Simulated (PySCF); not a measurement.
# Correlation energy of Be²⁺ (beryllium, charge +2)

1s2, closed-shell 1S. Computed with PySCF 2.14 in cc-pVDZ-DK, with scalar relativity by spin-free X2C-1e. Frozen: nothing; 2 electrons correlated.

Total MP2 correlation energy: -0.32 mhartree.

Same-spin part 0.00 and opposite-spin part -0.32 mhartree; SCS-MP2 scales them by 1/3 and 6/5 to -0.38 mhartree.

With two correlated electrons CCSD is exact within the correlated space (frozen core and kept virtual orbitals).

```json
{"level": "CCSD", "correlation energy (mhartree)": "-0.30"}
```

Diagnostics: T1 = 0.00016, D1 = 0.0002, largest double amplitude 0.003.

Cost of the coupled-cluster step: 0.02 s of wall time on 1 thread of Neoverse-V2 (shared host), for 2 correlated electrons.

Iterations:

```
CC2 = 0
CCSD nocc = 1, nmo = 14
frozen orbitals []
max_cycle = 100
direct = 0
conv_tol = 1e-08
conv_tol_normt = 1e-06
diis_space = 8
diis_start_cycle = 0
Init t2, MP2 energy = -13.6134698712479  E_corr(MP2) -0.000316673163353425
Init E_corr(CCSD) = -0.000316673163354822
cycle = 1  E_corr(CCSD) = -0.000300710005930074  dE = 1.59631574e-05  norm(t1,t2) = 0.000339766
cycle = 2  E_corr(CCSD) = -0.000302056539487938  dE = -1.34653356e-06  norm(t1,t2) = 2.75634e-05
cycle = 3  E_corr(CCSD) = -0.000302007928439899  dE = 4.8611048e-08  norm(t1,t2) = 2.85116e-06
cycle = 4  E_corr(CCSD) = -0.000302015573459764  dE = -7.64501987e-09  norm(t1,t2) = 3.22314e-07
CCSD converged
E(CCSD) = -13.613455213658  E_corr = -0.0003020155734597644
```
